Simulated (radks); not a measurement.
Problem. All-electron atom: Ti4+ in [Ar]. Method: scalar-relativistic Kohn-Sham, AM05, spin-unpolarised, spherical densities, finite nucleus; Fermi nuclear charge, rms radius 3.5921 fm; computed with a radial shooting solver on a logarithmic mesh with Libxc functionals. Some entries of the table are withheld. Estimate them.

orbital  occ.  eigenvalue (hartree)  <r^2> (bohr^2)  <1/r> (bohr^-1)
1s          2             -180.4825        0.006535            21.77
2s          2             -21.72915          0.1252            4.539
2p          6             -18.34668          0.1039            4.445
3s          2              -4.17567           1.092            1.443
3p          6                   (1)           1.227            1.332
3d          0              -1.91958           1.583              (2)
4s          0              -1.35180           6.462           0.5661

Solution. 
(1) 3p eigenvalue (hartree): -3.28086
(2) 3d <1/r> (bohr^-1): 1.094
